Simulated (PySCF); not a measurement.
# Radial density of Pb²⁺ (lead, charge +2)

UHF, [Xe] 4f14 5d10 6s1 6p1, 6s spin antiparallel (an excited configuration). Calculation: PySCF 2.14, in aug-cc-pwCVTZ-DK3 (11s10p8d5f1g, 125 functions); scalar relativity by spin-free X2C-1e.

```
r (bohr)  4πr²ρ (e/bohr)  4πr²(ρα − ρβ)
  0.0157           105.7         0.0034
  0.0265           108.9         0.0053
  0.0445           153.5        -0.0088
  0.0749           127.0         0.0051
   0.126           143.0        -0.0103
   0.212           92.64        -0.0030
   0.356           97.96         0.0029
   0.599           39.09        -0.0788
    1.01           21.77         0.0742
    1.70           5.885        -0.3905
    2.85          0.9353         0.1294
    4.80         0.07239         0.0560
    8.07       0.0003777         0.0004
```

Densities and radii are taken from the X2C orbitals without a picture-change correction, which distorts them close to the nucleus.

Spin-orbit coupling, absent here, splits the open shell strongly. With the s spin flipped the determinant is a mixture of two multiplicities, not a spectroscopic state.
